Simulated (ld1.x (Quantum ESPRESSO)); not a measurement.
germanium (Ge), TM: configuration errors across variants

| Item | Value |
| --- | --- |
| Element | germanium |
| Generator | ld1.x (Quantum ESPRESSO) 7.5 |
| Type | norm-conserving Troullier–Martins (Kleinman–Bylander form) |
| Functional | PBE |
| Relativity | fully relativistic |
| Frozen core | [Ar] 3d10 |
| Valence charge | 4 |
| Reference configuration | 4s2 4p1.75 (charge +0.25) |
| Partial waves | 4s (bound): rc 1.50 bohr; 4p (bound): rc 1.90 bohr; 4d channel at 0.45 Ry: rc 1.75 bohr |
| Local potential | all-electron potential smoothed inside 1.15 bohr (lloc = -1) |
| Core correction | none |

Open shells are filled in proportion to 2j + 1 (rel_dist='average').

All-electron excitation energies from the reference (eV): (1) 4s2 4p2 -1.183; (2) 4s2 4p1 6.263; (3) 4s2 4p0 21.705; (4) 4s1 4p0 56.496; (5) 4s2 4p1.5 1.620; (6) 4s0 4p4 15.005; (7) 4s1 4p2 14.976.

5 further variants failed, have other tests or another functional or relativity, and are left out.

A true bound ghost makes a file unfit for plane-wave use even where its test errors are small: the radial tests pick states by their node count and pass the ghost by.

Errors AE − PS in meV (a dash: test not solved or not reliable):

```tsv
change	(1)	(2)	(3)	(4)	(5)	(6)	(7)	bound ghosts
base	0.0	-0.8	-5.0	+82	-0.1	+50	+9.9	s
wave 4d channel at 0.45 Ry: rc 1.75 bohr becomes 4d channel at 0.45 Ry: rc 1.26 bohr	0.0	-0.8	-5.0	+82	-0.1	+50	+9.9	s, d3/2, d5/2
wave 4d channel at 0.45 Ry: rc 1.75 bohr becomes 4d channel at -0.11 Ry: rc 1.75 bohr	0.0	-0.8	-5.0	+82	-0.1	+50	+9.9	d3/2, d5/2, s
local potential all-electron potential smoothed inside 1.80 bohr (lloc = -1)	0.0	0.0	+7.2	+111	0.0	+49	+10.0	d3/2, d5/2
all radii scaled by about 1.22 (s 1.84, p 2.32, d 2.14 bohr); local potential all-electron potential smoothed inside 1.40 bohr (lloc = -1)	+0.2	+13	+138	+753	+0.5	+52	+18	none
local potential the d channel	0.0	-0.3	+8.6	–	0.0	+47	+6.3	s, p3/2, p1/2
```

Task: Give the same row for: wave 4p (bound): rc 1.90 bohr becomes 4p (bound): rc 2.10 bohr.

Result: 0.0, -0.8, -5.4, +80, -0.1, +51, +10; bound ghosts: s.
